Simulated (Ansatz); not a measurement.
Two isomers of CH4FNOSi: A = `FC1N[SiH2]O1`, B = `NC1(F)O[SiH2]1`.

Program: Ansatz. Geometries: PBE0-D4/def2-TZVP. ΔE: electronic, gas phase. CCSD(T)/CBS adds triple-zeta CCSD(T) − MP2 to the extrapolated MP2 energy (def2 sets, frozen cores). DFT in def2-TZVPP. One conformer a species, not always the lowest.

Question: Which isomer does CCSD(T)/CBS put lower? Give the gap. (Best estimate.)

Answer: The calculation gave: A, by 151.6 kJ/mol.

Question: Give E(B) − E(A) in kJ/mol with BLYP-D4, B2PLYP, HF/def2-TZVPP, CCSD/def2-TZVPP, ωB97M-V, CCSD(T)/def2-TZVPP, PBE0-D4. (Estimate.)

Answer: Computed: BLYP-D4 127.7, B2PLYP 147.9, HF/def2-TZVPP 180.4, CCSD/def2-TZVPP 158.0, ωB97M-V 148.1, CCSD(T)/def2-TZVPP 152.7, PBE0-D4 143.4. None reverses the order clearly.

Question: Does the order hold for the free energy at 298.15 K (harmonic terms from PBE0-D4)? (An estimate is asked.)

Answer: Computed: Yes: G(B) − G(A) = +146.9 kJ/mol, for one conformer each.

Largest T1 diagnostic: 0.014.

Leaving LDA and LC-ωPBE aside and taking each functional with its dispersion term where it has one, the values, not all of them listed here, spread over 35.0 kJ/mol, from PBE-D4 to BHLYP-D4. LDA lies +5.7 kJ/mol from PBE without D4. In def2-TZVPP, CCSD(T) changes the Hartree–Fock value by −27.7 kJ/mol (the triples alone add −5.3 kJ/mol) and MP2 by −24.2 kJ/mol.
